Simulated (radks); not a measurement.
The numbers below are computed, except where a source is named.
How relativity changes the ionisation of the ytterbium ion Yb+ ([Xe] 4f14 6s1) to Yb2+ ([Xe] 4f14). Spin-unpolarised spherical Kohn-Sham, PBEsol, point nucleus unless stated (finite: rms radius 5.3108 fm), a radial shooting solver on a logarithmic mesh with Libxc functionals. A level marked "c x" has the speed of light scaled by that factor.

level                        E(Yb+) (hartree)  E(Yb2+) (hartree)  IE (eV)   HOMO  <r> HOMO (bohr)
non-rel.                          -13391.2734        -13390.8643   11.132     6s            3.823
scalar-rel.                       -14055.1957        -14054.7501   12.126     6s            3.533
scalar-rel., finite nucleus       -14053.5345        -14053.0890   12.124     6s            3.533
Dirac                             -14071.3378        -14070.8920   12.131  4f7/2           0.7971
Dirac, finite nucleus             -14069.6637        -14069.2179   12.128  4f7/2           0.7970
Dirac, c x 0.75                   -14772.1948        -14771.7014   13.425  4f7/2           0.8587
Dirac, c x 1.5                    -13670.5558        -13670.1327   11.514  6s1/2            3.704
Dirac, c x 5                      -13415.1461        -13414.7358   11.164  6s1/2            3.813

NIST Atomic Spectra Database: 12.179 eV (measured). The relativistic part of the total energy of Yb+ is -678.4 hartree (Dirac, finite nucleus), 5.1 % of the non-relativistic value. Spin polarisation and multiplet splitting of open shells are left out at every level.

Beside tabulated values, note that relativity, absent from the non-relativistic runs, is large for the heavy elements, and spin-unpolarised runs miss the spin-polarisation part of the exchange energy of open shells.
